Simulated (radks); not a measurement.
Numerical settings for neutral barium, [Xe] 6s2. Method: scalar-relativistic Kohn-Sham, r2SCAN, spin-polarised, spherical densities, finite nucleus; meta-GGA in the generalised Kohn-Sham scheme; Fermi nuclear charge, rms radius 4.8378 fm; computed with a radial shooting solver on a logarithmic mesh with Libxc functionals. The defaults (mesh step 0.008 in ln r, mesh end at 40 bohr or more with all orbitals vanishing there, Anderson mixing 0.5 over 9 steps, residual threshold near 1e-9 with the energy settled to 1e-9 hartree or 1e-11 of itself, here a cap of 66 iterations) give E = -8136.259 hartree and 6s at -3.267 eV in 13 iterations. Run on one thread of a shared host, so times are rough (Arm Neoverse V2): 0.21 s of CPU time, 0.21 s wall, 13 iterations on 2440 mesh points. One setting is changed at a time: mesh step in ln r 0.02; mesh step in ln r 0.005; mesh step in ln r 0.2; mesh end (bohr) 400; mesh end (bohr) 2; residual threshold 0.001; residual threshold 1e-16; mixing 1.5; linear mixing, mixing 0.05; linear mixing, mixing 0.2; mixing history 3; iteration cap 8. Which runs fail to converge, and which converge to a wrong energy?

Answer. Not converged within the cap: mesh step in ln r 0.2; residual threshold 1e-16; linear mixing, mixing 0.05; iteration cap 8. Settled on a wrong energy, with an occupied level pushed above zero by the early mesh end: mesh end (bohr) 2 (+31.2 hartree). Apart from these: no run marked as converged misses the energy by more than 1 mhartree.
